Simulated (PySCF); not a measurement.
## Interval between two levels of O⁺ by level of theory

O⁺ [He] 2s2 2p3 [4S3/2, M_J = 3/2] → O⁺ [He] 2s2 2p2 3s1 [4P5/2, M_J = 5/2], as a difference of total energies. Calculation: PySCF 2.14, in x2c-TZVPall-2c with one added diffuse shell each of s, p, d type (6s4p3d1f, 40 functions); the two-component X2C-1e Hamiltonian. Correlated levels: 1s2 frozen. "Screened" scales the spin-orbit matrix elements by Boettger's factors to mimic the two-electron term; Breit and QED terms are absent.

```json
{"method": "GHF (spin-free)", "interval between two levels (cm⁻¹)": "184350"}
{"method": "GMP2 (spin-free)", "interval between two levels (cm⁻¹)": "186710"}
{"method": "GHF (screened spin-orbit)", "interval between two levels (cm⁻¹)": "184480"}
{"method": "GMP2 (screened spin-orbit)", "interval between two levels (cm⁻¹)": "186830"}
```

Errors of the correlated levels include the incompleteness of this basis and the frozen core.

The labels give the starting determinants; with spin-orbit coupling the two ends relaxed to ⟨J²⟩ = 3.76, ⟨L²⟩ = 0.00, ⟨S²⟩ = 3.76 and ⟨J²⟩ = 8.76, ⟨L²⟩ = 2.00, ⟨S²⟩ = 3.75.

The promoted electron is Rydberg-like, and one or two diffuse shells describe it only roughly, which tends to raise the upper state.

For comparison: 185500 cm⁻¹ (measured; NIST Handbook of Basic Atomic Spectroscopic Data (Sansonetti and Martin, J. Phys. Chem. Ref. Data 34, 1559 (2005))).
